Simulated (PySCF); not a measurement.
Cards and structures have been mixed up. Pair them.

Structures:
1. `C=C(C)C(=C)C(=O)[O-]`
2. `O=C([O-])c1ccc2c(c1)C2`
3. `C/C(C#N)=C(\C#N)CF`
4. `C[B-](C)(C)[P+](F)(F)P`
5. `[SiH2](B(Cl)Cl)B(F)F`
6. `C=CC[C@@H](CC)CF`

Card P (geometry PBE0-D3(BJ)/def2-SVP):
- Rotational constants A, B, C: 1.721, 1.040, 0.950 GHz
- Static isotropic polarisability (B3LYP/def2-SVPD): 110.7 au
- Vertical ionisation energy (ΔSCF B3LYP/def2-SVPD): 9.51 eV
- Strongest line among the 10 lowest singlet transitions (TDDFT B3LYP/def2-SVPD): S3 at 5.94 eV (209 nm, f = 0.213)
- 13C chemical shifts (computed TMS as zero) by class (GIAO PBE0/pcSseg-1): 5.6 (3 C) ppm
- HOMO energy (B3LYP/def2-SVPD): -7.66 eV
- Isotropic shieldings of nuclei other than C and H, by class (GIAO PBE0/pcSseg-1): 120 (1 B), 281 (2 F), 65 (1 P), 539 (1 P) ppm

Card Q (geometry GFN2-xTB):
- Rotational constants A, B, C: 3.555, 0.948, 0.752 GHz
- Isotropic shieldings of nuclei other than C and H, by class (GIAO PBE0/pcSseg-1): 21 (2 O) ppm
- HOMO energy (PBE0/pcSseg-1): -1.56 eV
- 13C chemical shifts (computed TMS as zero) by class (GIAO PBE0/pcSseg-1): 164.7 (1 C), 161.1 (1 C), 137.3 (1 C), 125.8 (1 C), 123.7 (1 C), 120.1 (1 C), 113.6 (1 C), 22.2 (1 C) ppm
- Point group: Cs

Card R (geometry GFN2-xTB):
* Rotational constants A, B, C: 2.101, 1.360, 0.865 GHz
* Static isotropic polarisability (PBE0/def2-SVPD): 83.1 au
* Lowest singlet excitation (TDDFT PBE0/def2-SVPD): 5.36 eV (231 nm, f = 0.452)
* HOMO energy (PBE0/def2-SVPD): -8.70 eV
* Point group: C1

Card S (geometry PBE0-D3(BJ)/def2-SVP):
* Rotational constants A, B, C: 2.269, 1.302, 0.888 GHz
* Static isotropic polarisability (CAM-B3LYP/def2-SVPD): 87.4 au
* Point group: C1
* Strongest line among the 6 lowest singlet transitions (TDDFT CAM-B3LYP/def2-SVPD): S1 at 7.31 eV (170 nm, f = 0.319)
* Lowest singlet excitation (TDDFT CAM-B3LYP/def2-SVPD): 7.31 eV (170 nm, f = 0.319)
* Dipole moment (CAM-B3LYP/def2-SVPD): 1.74 D

Card T (geometry GFN2-xTB):
- Rotational constants A, B, C: 3.033, 1.633, 1.403 GHz
- Point group: C1
- 13C chemical shifts (computed TMS as zero) by class (GIAO PBE0/pcSseg-1): 176.8 (1 C), 172.0 (1 C), 154.1 (1 C), 108.1 (1 C), 100.0 (1 C), 29.7 (1 C) ppm
- HOMO energy (PBE0/pcSseg-1): -1.32 eV
- Isotropic shieldings of nuclei other than C and H, by class (GIAO PBE0/pcSseg-1): -16 (1 O), 1 (1 O) ppm

Card U (geometry PBE0-D3(BJ)/def2-SVP):
* Rotational constants A, B, C: 1.766, 0.799, 0.661 GHz
* Static isotropic polarisability (CAM-B3LYP/def2-SVPD): 83.7 au
* Vertical ionisation energy (ΔSCF CAM-B3LYP/def2-SVPD): 10.62 eV
* Strongest line among the 10 lowest singlet transitions (TDDFT CAM-B3LYP/def2-SVPD): S10 at 7.86 eV (158 nm, f = 0.386)
* Lowest triplet excitation (Tamm–Dancoff) (TDA CAM-B3LYP/def2-SVPD): 3.93 eV
* Lowest singlet excitation (TDDFT CAM-B3LYP/def2-SVPD): 4.70 eV (264 nm, f = 0.017)

Each SMILES stands for a single optimised conformer of the isolated species, non-relativistic unless stated. Electronic properties by PySCF. NMR classes are plain means over equivalent atoms (diastereotopic ones count apart unless rotation or inversion swaps them), as if these changed places fast.

Q: Which card belongs to which structure?

A: P = 4, Q = 2, R = 3, S = 6, T = 1, U = 5. What ties each card to its structure:
- 1 (card T), [C6H7O2]-, monoisotopic mass 111.0 u, 8 heavy atoms: 6 C in 6 classes; the least shielded carbon (176.8 ppm) is a fully substituted alkene carbon; an asymmetric top with C = 1.403 GHz, the highest such constant on the cards.
- 2 (card Q), [C8H5O2]-, monoisotopic mass 133.0 u, 10 heavy atoms: 8 C in 8 classes; the least shielded carbon (164.7 ppm) is a carboxylate carbon; an asymmetric top with C = 0.752 GHz.
- 3 (card R), C6H5FN2, monoisotopic mass 124.0 u, 9 heavy atoms: an asymmetric top with C = 0.865 GHz; polarisability 83.1 au for 64 electrons.
- 4 (card P), C3H11BF2P2, monoisotopic mass 158.0 u, 8 heavy atoms: 3 C in 1 class; an asymmetric top with C = 0.950 GHz; polarisability 110.7 au for 82 electrons.
- 5 (card U), B2Cl2F2H2Si, monoisotopic mass 159.9 u, 7 heavy atoms: an asymmetric top with C = 0.661 GHz, the lowest such constant on the cards; polarisability 83.7 au for 78 electrons.
- 6 (card S), C7H13F, monoisotopic mass 116.1 u, 8 heavy atoms: an asymmetric top with C = 0.888 GHz; polarisability 87.4 au for 64 electrons; dipole 1.74 D.
